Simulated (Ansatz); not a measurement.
Z-matrix (Å, degrees):
```
C
C 1 1.327
F 1 1.338 2 122.0
H 1 1.082 2 125.3 3 180.0
C 2 1.442 1 124.3 3 -0.0
H 2 1.083 1 116.6 3 180.0
C 5 1.325 2 123.1 1 180.0
H 5 1.081 2 120.0 1 -0.0
F 7 1.314 5 125.2 2 0.0
F 7 1.311 5 124.7 2 -180.0
```

Charge 0, multiplicity 1.

Problem. List the PBE0/def2-TZVPP orbital energies in eV (Ansatz). (An estimate is asked.)

Solution. Ansatz gave: Occupied: -675.49, -675.44, -674.59, -283.02, -280.58, -278.85, -278.80, -36.50, -34.80, -34.54, -23.40, -21.39, -18.62, -17.26, -16.68, -15.70, -15.25, -14.33, -14.14, -13.40, -13.11, -12.56, -12.48, -11.42, -10.90, -9.42, -6.71. Lowest empty: -0.69, 1.77, 1.97, 2.01, 2.72, 3.08, 3.15, 4.34.
